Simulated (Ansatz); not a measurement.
Born–Oppenheimer molecular dynamics of a periodic cell of 17 atoms, Ta$_{16}$Cu (host Ta, host structure bcc, interstitial Cu). It starts from a relaxed structure.

Theory: Ansatz, DFT PBE, scalar-relativistic, plane waves, PAW. Settings: accuracy low, cutoff 150 eV, k mesh 3x3x3, fermi-dirac smearing 0.15 eV, no spin polarisation.

- ensemble: NVE (velocity Verlet)
- time step: 3 fs
- steps asked: 200
- starting velocities drawn for: 3000 K
- seed: 814753

Frames 15 fs apart, positions in Å.

Velocities at 60 fs (Å/ps):

```
Ta 1.01 2.31 -1.97
Ta -0.08 -1.51 0.34
Ta 0.68 -2.35 6.98
Ta -2.25 -1.75 3.55
Ta 1.25 8.77 -4.34
Ta -4.50 -0.42 -2.53
Ta -1.17 -0.81 -2.69
Ta -2.02 -0.13 -1.98
Ta 1.17 -0.04 1.08
Ta 1.20 -0.27 3.58
Ta 0.44 -1.80 -1.62
Ta -1.27 -1.70 2.42
Ta 0.79 1.70 1.13
Ta 0.76 -3.30 -1.77
Ta 1.58 3.59 -2.75
Ta -0.53 -2.47 0.71
Cu 8.26 0.52 -0.42
```

```xyz
17
Lattice="6.6200 0.0000 0.0000 0.0000 6.6200 0.0000 0.0000 0.0000 6.6200" Properties=species:S:1:pos:R:3 time_fs=60 energy_less_start_eV=3.055 T=1524
Ta -0.015 0.231 0.041
Ta 3.288 -0.175 0.217
Ta -0.325 3.402 0.389
Ta 0.449 0.154 2.736
Ta 1.558 1.998 1.547
Ta 2.990 3.382 -0.136
Ta 3.503 -0.082 3.154
Ta 4.951 1.395 1.623
Ta 0.011 3.265 3.505
Ta 1.966 4.806 1.800
Ta 1.609 1.490 4.944
Ta 3.139 3.268 3.515
Ta 5.067 5.088 1.781
Ta 4.845 1.923 5.121
Ta 1.716 5.197 4.813
Ta 5.025 4.515 5.295
Cu 5.849 -0.382 4.318
17
Lattice="6.6200 0.0000 0.0000 0.0000 6.6200 0.0000 0.0000 0.0000 6.6200" Properties=species:S:1:pos:R:3 time_fs=75 energy_less_start_eV=3.721 T=1203
Ta 0.004 0.259 0.014
Ta 3.286 -0.191 0.209
Ta -0.300 3.357 0.489
Ta 0.432 0.129 2.781
Ta 1.584 2.119 1.487
Ta 2.929 3.374 -0.174
Ta 3.476 -0.088 3.129
Ta 4.916 1.410 1.598
Ta 0.030 3.269 3.516
Ta 1.971 4.806 1.852
Ta 1.615 1.467 4.918
Ta 3.128 3.238 3.552
Ta 5.077 5.110 1.802
Ta 4.856 1.858 5.094
Ta 1.738 5.246 4.776
Ta 5.000 4.483 5.304
Cu 5.950 -0.353 4.317
17
Lattice="6.6200 0.0000 0.0000 0.0000 6.6200 0.0000 0.0000 0.0000 6.6200" Properties=species:S:1:pos:R:3 time_fs=90 energy_less_start_eV=4.283 T=932
Ta 0.029 0.277 0.001
Ta 3.281 -0.194 0.176
Ta -0.261 3.312 0.562
Ta 0.453 0.121 2.786
Ta 1.621 2.188 1.457
Ta 2.890 3.369 -0.218
Ta 3.442 -0.075 3.137
Ta 4.873 1.452 1.583
Ta 0.049 3.283 3.518
Ta 1.949 4.815 1.897
Ta 1.620 1.451 4.890
Ta 3.133 3.202 3.586
Ta 5.087 5.122 1.828
Ta 4.863 1.774 5.070
Ta 1.755 5.281 4.753
Ta 4.947 4.454 5.313
Cu 5.973 -0.311 4.335
17
Lattice="6.6200 0.0000 0.0000 0.0000 6.6200 0.0000 0.0000 0.0000 6.6200" Properties=species:S:1:pos:R:3 time_fs=105 energy_less_start_eV=3.741 T=1194
Ta 0.057 0.286 0.016
Ta 3.277 -0.185 0.123
Ta -0.232 3.289 0.591
Ta 0.506 0.138 2.742
Ta 1.676 2.183 1.471
Ta 2.875 3.373 -0.273
Ta 3.413 -0.040 3.173
Ta 4.824 1.506 1.580
Ta 0.064 3.307 3.515
Ta 1.910 4.827 1.928
Ta 1.624 1.445 4.864
Ta 3.158 3.163 3.611
Ta 5.097 5.126 1.856
Ta 4.862 1.692 5.056
Ta 1.765 5.294 4.750
Ta 4.880 4.424 5.327
Cu 5.914 -0.304 4.361
17
Lattice="6.6200 0.0000 0.0000 0.0000 6.6200 0.0000 0.0000 0.0000 6.6200" Properties=species:S:1:pos:R:3 time_fs=120 energy_less_start_eV=2.690 T=1700
Ta 0.082 0.289 0.055
Ta 3.276 -0.167 0.057
Ta -0.215 3.293 0.574
Ta 0.574 0.182 2.662
Ta 1.753 2.114 1.525
Ta 2.870 3.381 -0.322
Ta 3.396 0.015 3.228
Ta 4.767 1.562 1.588
Ta 0.070 3.339 3.512
Ta 1.865 4.833 1.938
Ta 1.624 1.446 4.843
Ta 3.198 3.129 3.617
Ta 5.104 5.124 1.885
Ta 4.848 1.628 5.055
Ta 1.760 5.284 4.766
Ta 4.815 4.397 5.344
Cu 5.818 -0.365 4.369
17
Lattice="6.6200 0.0000 0.0000 0.0000 6.6200 0.0000 0.0000 0.0000 6.6200" Properties=species:S:1:pos:R:3 time_fs=135 energy_less_start_eV=2.399 T=1841
Ta 0.101 0.285 0.102
Ta 3.281 -0.140 -0.012
Ta -0.200 3.314 0.524
Ta 0.636 0.248 2.575
Ta 1.852 2.014 1.595
Ta 2.856 3.378 -0.341
Ta 3.391 0.078 3.287
Ta 4.706 1.616 1.600
Ta 0.066 3.376 3.509
Ta 1.829 4.822 1.924
Ta 1.615 1.453 4.830
Ta 3.249 3.105 3.595
Ta 5.106 5.120 1.913
Ta 4.825 1.592 5.074
Ta 1.734 5.258 4.796
Ta 4.769 4.375 5.363
Cu 5.742 -0.492 4.353
17
Lattice="6.6200 0.0000 0.0000 0.0000 6.6200 0.0000 0.0000 0.0000 6.6200" Properties=species:S:1:pos:R:3 time_fs=150 energy_less_start_eV=2.787 T=1655
Ta 0.105 0.272 0.134
Ta 3.290 -0.108 -0.078
Ta -0.175 3.337 0.458
Ta 0.659 0.314 2.522
Ta 1.973 1.927 1.652
Ta 2.819 3.356 -0.316
Ta 3.390 0.133 3.338
Ta 4.652 1.669 1.611
Ta 0.052 3.414 3.503
Ta 1.807 4.790 1.891
Ta 1.597 1.465 4.825
Ta 3.306 3.097 3.548
Ta 5.103 5.114 1.936
Ta 4.803 1.581 5.112
Ta 1.689 5.221 4.828
Ta 4.746 4.363 5.382
Cu 5.739 -0.633 4.307
17
Lattice="6.6200 0.0000 0.0000 0.0000 6.6200 0.0000 0.0000 0.0000 6.6200" Properties=species:S:1:pos:R:3 time_fs=165 energy_less_start_eV=2.880 T=1610
Ta 0.094 0.250 0.135
Ta 3.297 -0.079 -0.135
Ta -0.137 3.351 0.392
Ta 0.625 0.360 2.531
Ta 2.105 1.873 1.677
Ta 2.763 3.314 -0.254
Ta 3.389 0.162 3.380
Ta 4.623 1.722 1.614
Ta 0.032 3.450 3.494
Ta 1.799 4.747 1.845
Ta 1.572 1.483 4.827
Ta 3.366 3.114 3.495
Ta 5.095 5.101 1.947
Ta 4.797 1.585 5.162
Ta 1.632 5.181 4.860
Ta 4.736 4.359 5.402
Cu 5.818 -0.714 4.244
17
Lattice="6.6200 0.0000 0.0000 0.0000 6.6200 0.0000 0.0000 0.0000 6.6200" Properties=species:S:1:pos:R:3 time_fs=180 energy_less_start_eV=2.772 T=1662
Ta 0.069 0.216 0.107
Ta 3.296 -0.060 -0.178
Ta -0.082 3.352 0.334
Ta 0.547 0.387 2.587
Ta 2.217 1.839 1.671
Ta 2.703 3.265 -0.181
Ta 3.391 0.155 3.415
Ta 4.644 1.771 1.601
Ta 0.007 3.475 3.479
Ta 1.795 4.712 1.792
Ta 1.544 1.508 4.833
Ta 3.425 3.163 3.459
Ta 5.080 5.081 1.939
Ta 4.813 1.601 5.212
Ta 1.577 5.138 4.893
Ta 4.723 4.361 5.426
Cu 5.928 -0.692 4.202
17
Lattice="6.6200 0.0000 0.0000 0.0000 6.6200 0.0000 0.0000 0.0000 6.6200" Properties=species:S:1:pos:R:3 time_fs=195 energy_less_start_eV=2.503 T=1792
Ta 0.033 0.172 0.065
Ta 3.281 -0.057 -0.204
Ta -0.017 3.339 0.285
Ta 0.452 0.413 2.650
Ta 2.280 1.792 1.657
Ta 2.657 3.227 -0.128
Ta 3.398 0.119 3.446
Ta 4.728 1.813 1.572
Ta -0.021 3.485 3.458
Ta 1.791 4.702 1.746
Ta 1.513 1.534 4.838
Ta 3.480 3.241 3.448
Ta 5.060 5.053 1.914
Ta 4.852 1.629 5.251
Ta 1.541 5.093 4.931
Ta 4.700 4.372 5.453
Cu 5.996 -0.581 4.214
17
Lattice="6.6200 0.0000 0.0000 0.0000 6.6200 0.0000 0.0000 0.0000 6.6200" Properties=species:S:1:pos:R:3 time_fs=210 energy_less_start_eV=1.930 T=2068
Ta -0.005 0.118 0.030
Ta 3.253 -0.071 -0.214
Ta 0.048 3.314 0.244
Ta 0.360 0.448 2.687
Ta 2.291 1.713 1.664
Ta 2.641 3.208 -0.119
Ta 3.407 0.064 3.475
Ta 4.862 1.850 1.538
Ta -0.054 3.482 3.430
Ta 1.781 4.726 1.720
Ta 1.479 1.556 4.838
Ta 3.527 3.335 3.454
Ta 5.037 5.024 1.878
Ta 4.904 1.671 5.274
Ta 1.528 5.044 4.974
Ta 4.674 4.396 5.486
Cu 5.974 -0.444 4.279
17
Lattice="6.6200 0.0000 0.0000 0.0000 6.6200 0.0000 0.0000 0.0000 6.6200" Properties=species:S:1:pos:R:3 time_fs=225 energy_less_start_eV=1.773 T=2144
Ta -0.039 0.059 0.021
Ta 3.219 -0.094 -0.213
Ta 0.107 3.282 0.206
Ta 0.281 0.491 2.689
Ta 2.274 1.609 1.698
Ta 2.664 3.200 -0.144
Ta 3.414 -0.001 3.502
Ta 5.011 1.885 1.506
Ta -0.086 3.470 3.399
Ta 1.767 4.785 1.718
Ta 1.444 1.572 4.833
Ta 3.557 3.426 3.457
Ta 5.016 5.000 1.837
Ta 4.957 1.729 5.283
Ta 1.527 4.996 5.012
Ta 4.654 4.439 5.525
Cu 5.877 -0.360 4.363
```

Of the whole run (600 fs, mean temperature of the second half 1703 K): The conserved energy stayed within 0.44 meV per atom of its start (net change 0.24 meV per atom), so the integration is sound. Over the second half the temperature averaged 0.57 of the 3000 K drawn at the start: a run that starts near a minimum puts about half its kinetic energy into the potential. A run of 0.6 ps of so small a system gives no equilibrium averages. The plane-wave cutoff is below what these datasets need, so energies and pressures aren't converged. Limits of this set-up: coarse k mesh, a small cell, in which the defect meets its images, low accuracy level.

Run time: 4.5 min on 4 threads of Intel(R) Xeon(R) 6975P-C (Granite Rapids) (shared host), peak memory 0.78 GiB.
